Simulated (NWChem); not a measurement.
The numbers come from NWChem runs, not from measurements. System: CH5FSi, charge 1, spin multiplicity 2, at the geometry of a parent with another charge or spin, in a state set for the comparison that need not be this species' ground state. Its SCF solution wasn't tested for a lower state. Level: UB3LYP/aug-pcseg-1, VWN1-RPA local correlation.

The NWChem input:

```
start mol
memory heap 200 mb stack 900 mb global 1100 mb
charge 1
geometry units angstroms nocenter noautoz
  F     -1.453541    -0.771132     0.000000
  C     -0.789340     0.438115     0.000000
  Si     1.090208     0.146042     0.000000
  H     -1.095439     1.019681    -0.888370
  H     -1.095439     1.019681     0.888370
  H      1.482326    -0.622237     1.217131
  H      1.482326    -0.622237    -1.217131
  H      1.781212     1.472018     0.000000
  symmetry group Cs
end
basis spherical
  * library aug-pcseg-1
end
dft
  xc b3lyp
  odft
  mult 2
  semidirect memsize 60000000 filesize 0
  iterations 100
end
task dft energy
```

NWChem printed:

```
             Northwest Computational Chemistry Package (NWChem) 7.3.0
             --------------------------------------------------------

                                NWChem Input Module
                                -------------------

 Scaling coordinates for geometry "geometry" by  1.889725989
 (inverse scale =  0.529177249)

 Turning off AUTOSYM since
 SYMMETRY directive was detected!

                             Geometry "geometry" -> ""
                             -------------------------

 Output coordinates in angstroms (scale by  1.889725989 to convert to a.u.)

  No.       Tag          Charge          X              Y              Z
 ---- ---------------- ---------- -------------- -------------- --------------
    1 F                    9.0000    -1.45354100    -0.77113200     0.00000000
    2 C                    6.0000    -0.78934000     0.43811500     0.00000000
    3 Si                  14.0000     1.09020800     0.14604200     0.00000000
    4 H                    1.0000    -1.09543900     1.01968100    -0.88837000
    5 H                    1.0000    -1.09543900     1.01968100     0.88837000
    6 H                    1.0000     1.48232600    -0.62223700     1.21713100
    7 H                    1.0000     1.48232600    -0.62223700    -1.21713100
    8 H                    1.0000     1.78121200     1.47201800     0.00000000

 Effective nuclear repulsion energy (a.u.)     109.5069600358

            Nuclear Dipole moment (a.u.)
            ----------------------------
        X                 Y               Z
 ---------------- ---------------- ----------------
    -0.0000207870    -0.0000075589     0.0000000000

      Symmetry information
      --------------------

 Group name             Cs
 Group number              2
 Group order               2
 No. of unique centers     6

      Symmetry unique atoms

     1    2    3    4    6    8


 Summary of "ao basis" -> "" (spherical)
 ------------------------------------------------------------------------------
       Tag                 Description            Shells   Functions and Types
 ---------------- ------------------------------  ------  ---------------------
 *                        aug-pcseg-1                 on all atoms

                                 NWChem DFT Module
                                 -----------------

 Summary of "ao basis" -> "ao basis" (spherical)
 ------------------------------------------------------------------------------
       Tag                 Description            Shells   Functions and Types
 ---------------- ------------------------------  ------  ---------------------
 F                        aug-pcseg-1                9       23   4s3p2d
 C                        aug-pcseg-1                9       23   4s3p2d
 Si                       aug-pcseg-1               11       27   5s4p2d
 H                        aug-pcseg-1                5        9   3s2p

 Summary of "ao basis" -> "ao basis" (spherical)
 ------------------------------------------------------------------------------
       Tag                 Description            Shells   Functions and Types
 ---------------- ------------------------------  ------  ---------------------
 F                        aug-pcseg-1                9       23   4s3p2d
 C                        aug-pcseg-1                9       23   4s3p2d
 Si                       aug-pcseg-1               11       27   5s4p2d
 H                        aug-pcseg-1                5        9   3s2p

      Symmetry analysis of basis
      --------------------------

        a'         76
        a"         42

            General Information
            -------------------
          SCF calculation type: DFT
          Wavefunction type:  spin polarized.
          No. of atoms     :     8
          No. of electrons :    33
           Alpha electrons :    17
            Beta electrons :    16
          Charge           :     1
          Spin multiplicity:     2
          Use of symmetry is: on ; symmetry adaption is: on
          Maximum number of iterations: 100
          AO basis - number of functions:   118
                     number of shells:    54
          Convergence on energy requested:  1.00D-06
          Convergence on density requested:  1.00D-05
          Convergence on gradient requested:  5.00D-04

              XC Information
              --------------
                         B3LYP Method XC Potential
                     Hartree-Fock (Exact) Exchange  0.200
                        Slater Exchange Functional  0.800 local
                    Becke 1988 Exchange Functional  0.720 non-local
              Lee-Yang-Parr Correlation Functional  0.810
                  VWN I RPA Correlation Functional  0.190 local

             Grid Information
             ----------------
          Grid used for XC integration:  medium
          Radial quadrature: Mura-Knowles
          Angular quadrature: Lebedev.
          Tag              B.-S. Rad. Rad. Pts. Rad. Cut. Ang. Pts.
          ---              ---------- --------- --------- ---------
          F                   0.50       49          14.0       434
          C                   0.70       49          14.0       434
          Si                  1.10       88          14.0       590
          H                   0.35       45          15.0       434
          Grid pruning is: on
          Number of quadrature shells:   321
          Spatial weights used:  Erf1

          Convergence Information
          -----------------------
          Convergence aids based upon iterative change in
          total energy or number of iterations.
[...]
   110      0.223946  8 H  s                 50      0.205136  3 Si s
    27     -0.203508  2 C  s                 58     -0.192797  3 Si px

 Vector   18  Occ=0.000000D+00  E=-2.046040D-01  Symmetry=a'
              MO Center=  5.6D-03, -1.1D-01, -1.4D-14, r^2= 4.5D+00
   Bfn.  Coefficient  Atom+Function         Bfn.  Coefficient  Atom+Function
  ----- ------------  ---------------      ----- ------------  ---------------
    51      0.822764  3 Si s                  4     -0.625440  1 F  s
   111      0.527895  8 H  s                 32     -0.510998  2 C  py
    50      0.487006  3 Si s                 59     -0.489184  3 Si py
    58     -0.479367  3 Si px                31     -0.401203  2 C  px
    93     -0.351184  6 H  s                102     -0.351184  7 H  s

 Vector   19  Occ=0.000000D+00  E=-1.997561D-01  Symmetry=a'
              MO Center=  8.8D-01,  4.6D-01,  4.0D-14, r^2= 5.5D+00
   Bfn.  Coefficient  Atom+Function         Bfn.  Coefficient  Atom+Function
  ----- ------------  ---------------      ----- ------------  ---------------
    51      2.649427  3 Si s                 27     -1.198434  2 C  s
    58     -1.018416  3 Si px                26     -0.755741  2 C  s
   112     -0.743056  8 H  s                 93      0.445332  6 H  s
   102      0.445332  7 H  s                 59      0.437139  3 Si py
    55     -0.366020  3 Si px                 4      0.345349  1 F  s

 Vector   20  Occ=0.000000D+00  E=-1.772158D-01  Symmetry=a"
              MO Center=  1.0D+00,  4.2D-01,  9.0D-14, r^2= 4.2D+00
   Bfn.  Coefficient  Atom+Function         Bfn.  Coefficient  Atom+Function
  ----- ------------  ---------------      ----- ------------  ---------------
    60      1.050928  3 Si pz                93     -0.800635  6 H  s
   102      0.800635  7 H  s                 75      0.608852  4 H  s
    84     -0.608852  5 H  s                 94     -0.567590  6 H  s
   103      0.567590  7 H  s                 57      0.537026  3 Si pz
    36     -0.428931  2 C  pz                63      0.363670  3 Si pz

                     DFT Final Beta Molecular Orbital Analysis
                     -----------------------------------------

 Vector   14  Occ=1.000000D+00  E=-5.877270D-01  Symmetry=a"
              MO Center= -1.2D-01, -2.7D-01, -5.3D-14, r^2= 3.3D+00
   Bfn.  Coefficient  Atom+Function         Bfn.  Coefficient  Atom+Function
  ----- ------------  ---------------      ----- ------------  ---------------
     7      0.442828  1 F  pz                57     -0.339129  3 Si pz
    10      0.303573  1 F  pz                92     -0.216932  6 H  s
   101      0.216932  7 H  s                 30     -0.183830  2 C  pz
    74      0.154024  4 H  s                 83     -0.154024  5 H  s
    33     -0.134043  2 C  pz                54      0.131481  3 Si pz

 Vector   15  Occ=1.000000D+00  E=-5.786934D-01  Symmetry=a'
              MO Center=  1.4D+00,  5.1D-01,  1.5D-15, r^2= 2.3D+00
   Bfn.  Coefficient  Atom+Function         Bfn.  Coefficient  Atom+Function
  ----- ------------  ---------------      ----- ------------  ---------------
    56      0.492789  3 Si py               110      0.365862  8 H  s
    92     -0.200579  6 H  s                101     -0.200579  7 H  s
    53     -0.186824  3 Si py               111      0.143471  8 H  s
    28      0.080661  2 C  px                93     -0.080439  6 H  s
   102     -0.080439  7 H  s                 51     -0.070554  3 Si s

 Vector   16  Occ=1.000000D+00  E=-5.551481D-01  Symmetry=a'
              MO Center= -2.8D-01,  1.6D-01,  7.8D-15, r^2= 2.6D+00
   Bfn.  Coefficient  Atom+Function         Bfn.  Coefficient  Atom+Function
  ----- ------------  ---------------      ----- ------------  ---------------
    51      0.483869  3 Si s                 55      0.405952  3 Si px
     5      0.371997  1 F  px                28     -0.366818  2 C  px
     8      0.255665  1 F  px                31     -0.243286  2 C  px
    50      0.226537  3 Si s                 27     -0.205877  2 C  s
    58     -0.206818  3 Si px               110      0.164776  8 H  s

 Vector   17  Occ=0.000000D+00  E=-5.270437D-01  Symmetry=a"
              MO Center=  2.3D-01, -1.5D-01,  7.9D-15, r^2= 3.5D+00
   Bfn.  Coefficient  Atom+Function         Bfn.  Coefficient  Atom+Function
  ----- ------------  ---------------      ----- ------------  ---------------
    57      0.330062  3 Si pz                 7      0.315306  1 F  pz
    92      0.263719  6 H  s                101     -0.263719  7 H  s
    30     -0.240216  2 C  pz                10      0.214921  1 F  pz
    74      0.206116  4 H  s                 83     -0.206116  5 H  s
    33     -0.195981  2 C  pz                93      0.147173  6 H  s

 Vector   18  Occ=0.000000D+00  E=-2.010750D-01  Symmetry=a'
              MO Center=  1.5D-01, -1.1D-01, -4.8D-15, r^2= 5.1D+00
   Bfn.  Coefficient  Atom+Function         Bfn.  Coefficient  Atom+Function
  ----- ------------  ---------------      ----- ------------  ---------------
    51      1.621298  3 Si s                 58     -0.809610  3 Si px
   111      0.533561  8 H  s                 27     -0.491056  2 C  s
     4     -0.479934  1 F  s                 32     -0.417674  2 C  py
    31     -0.410907  2 C  px                94     -0.370227  6 H  s
   103     -0.370227  7 H  s                 26     -0.355948  2 C  s

 Vector   19  Occ=0.000000D+00  E=-1.943795D-01  Symmetry=a'
              MO Center=  6.8D-01,  5.6D-01,  4.5D-14, r^2= 5.2D+00
   Bfn.  Coefficient  Atom+Function         Bfn.  Coefficient  Atom+Function
  ----- ------------  ---------------      ----- ------------  ---------------
    51      2.168094  3 Si s                 27     -1.067428  2 C  s
    58     -0.806015  3 Si px               112     -0.742464  8 H  s
    26     -0.708873  2 C  s                 59      0.554522  3 Si py
     4      0.514710  1 F  s                 93      0.459354  6 H  s
   102      0.459354  7 H  s                 32      0.363985  2 C  py

   alpha - beta orbital overlaps
   -----------------------------

   alpha      1      2      3      4      5      6      7      8      9     10
    beta      1      2      3      4      5      6      7      8      9     10
 overlap   1.000  1.000  1.000  1.000  1.000  0.990  0.990  1.000  0.999  0.987

   alpha     11     12     13     14     15     16     17     18     19     20
    beta     12     11     13     14     17     15     16     18     19     20
 overlap   0.999  0.995  0.989  0.979  0.980  0.978  0.985  0.941  0.940  0.997

   alpha     21     22     23     24     25     26     27     28     29     30
    beta     21     22     23     24     25     26     27     28     29     30
 overlap   0.994  0.999  0.993  0.997  0.998  0.995  0.996  0.998  0.963  0.959

   alpha     31     32     33     34     35     36     37     38     39     40
    beta     31     32     33     35     34     36     37     38     39     40
 overlap   0.991  0.999  0.999  0.860  0.865  0.998  0.997  0.997  0.999  0.999

   alpha     41     42     43     44     45     46     47     48     49     50
    beta     41     42     43     44     45     46     47     48     49     50
 overlap   1.000  1.000  0.999  0.996  0.998  0.999  0.996  0.993  0.994  0.996

   alpha     51     52     53     54     55     56     57     58     59     60
    beta     51     52     53     54     55     56     57     58     59     60
 overlap   0.973  0.970  0.999  0.999  0.999  0.999  0.999  0.973  0.973  0.998

   alpha     61     62     63     64     65     66     67     68     69     70
    beta     61     62     63     64     65     66     68     67     69     70
 overlap   1.000  0.999  1.000  0.999  1.000  0.998  0.999  0.998  1.000  1.000

   alpha     71     72     73     74     75     76     77     78     79     80
    beta     71     72     73     74     75     76     77     78     79     80
 overlap   0.998  0.998  0.998  0.881  0.879  0.977  0.978  0.856  0.854  1.000

   alpha     81     82     83     84     85     86     87     88     89     90
    beta     81     83     82     84     85     86     87     88     89     90
 overlap   0.992  0.998  0.998  0.991  0.991  0.993  0.993  0.997  1.000  1.000

   alpha     91     92     93     94     95     96     97     98     99    100
    beta     91     92     93     94     95     96     97     98    100     99
 overlap   1.000  1.000  0.993  0.991  0.994  0.990  0.980  0.944  0.995  0.984

   alpha    101    102    103    104    105    106    107    108    109    110
    beta    101    102    103    104    105    106    107    108    109    110
 overlap   0.940  0.997  0.982  0.996  0.979  0.979  1.000  0.999  1.000  0.998

   alpha    111    112    113    114    115    116    117    118
    beta    111    112    113    114    115    116    117    118
 overlap   0.999  1.000  1.000  0.994  1.000  0.994  1.000  1.000

     --------------------------
     Expectation value of S2:
     --------------------------
      <S2> =      0.7567 (Exact =     0.7500)

 center of mass
 --------------
 x =  -0.11841719 y =  -0.08922342 z =   0.00000000

 moments of inertia (a.u.)
 ------------------
          84.603372615042         -71.213307648706           0.000000000000
         -71.213307648706         340.104185002596           0.000000000000
           0.000000000000           0.000000000000         392.019796948237

     Multipole analysis of the density
     ---------------------------------

     L   x y z        total         alpha         beta         nuclear
     -   - - -        -----         -----         ----         -------
     0   0 0 0      1.000000    -17.000000    -16.000000     34.000000

     1   1 0 0      0.782821      0.163896      0.618945     -0.000021
     1   0 1 0      0.618394      0.490989      0.127413     -0.000008
     1   0 0 1     -0.000000     -0.000000      0.000000      0.000000

     2   2 0 0    -12.268525    -97.730289    -90.807391    176.269155
     2   1 1 0     -2.402112    -16.151168    -17.623484     31.372540
     2   1 0 1      0.000000      0.000000     -0.000000      0.000000
     2   0 2 0    -16.049960    -30.201724    -28.068067     42.219832
     2   0 1 1     -0.000000     -0.000000     -0.000000      0.000000
     2   0 0 2    -14.566867    -17.378804    -13.405045     16.216982

 Task  times  cpu:       27.6s     wall:       27.6s

 Total times  cpu:       27.7s     wall:       27.7s
```
